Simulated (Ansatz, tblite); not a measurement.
Forces on Mg2Zn⁻ at its PBE0/def2-TZVPD geometry. The state is a doublet with charge -1.

The xTB rows come from tblite. At r2SCAN/def2-TZVPD the highest occupied level of the charge -1 doublet lies above zero (up to 0.68 eV). By energy differences its removal costs 0.95 eV (vertical, to the charge 0 singlet, at r2SCAN/def2-TZVPD); a positive level beside a positive removal energy at the same level points to self-interaction error. The structure comes from a short search, and lower isomers may exist.

GFN2-xTB (tblite), largest force 0.25 eV/Å:

```xyz
3
positions Å, forces eV/Å
Mg   -0.058    1.601    0.658   -0.119    0.209    0.052
Mg    1.407   -1.010    0.005    0.117   -0.210   -0.053
Zn   -1.349   -0.591   -0.663    0.002    0.001    0.001
```

r2SCAN/def2-TZVPD (Ansatz), largest force 0.23 eV/Å:

```
Mg -0.048 -0.128 -0.069
Mg -0.144 0.044 -0.026
Zn 0.192 0.084 0.095
```
